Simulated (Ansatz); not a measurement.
Diatomic MgB-, multiplicity 3 (lowest of 2S+1 = 1, 3 at CCSD(T)/def2-TZVPP on PBE0 minima; our sources give no spin for the ground state, which may be another). The T1 diagnostic near the minimum is 0.061, so single-reference values are doubtful.

Constants: fifth-degree fit in 1/R to seven points, most abundant isotopes. In def2 and cc sets the state is the lowest found near the PBE0 minimum, followed along R.

The values were computed with Ansatz (a program for electronic structure). Each number belongs to the level named beside it.

Question: What bond length and harmonic frequency does SVWN5/def2-TZVPP give?

Answer: r_e = 2.230 Å, ω_e = 450 cm⁻¹.

Question: What bond length and harmonic frequency does PBE/def2-TZVPP give?

Answer: r_e = 2.264 Å, ω_e = 428 cm⁻¹.

Question: What bond length and harmonic frequency does B3LYP/def2-TZVPP give?

Answer: r_e = 2.282 Å, ω_e = 395 cm⁻¹.

Doubts at one or more of the structures used: a spin-contaminated determinant (PBE/def2-TZVPP).
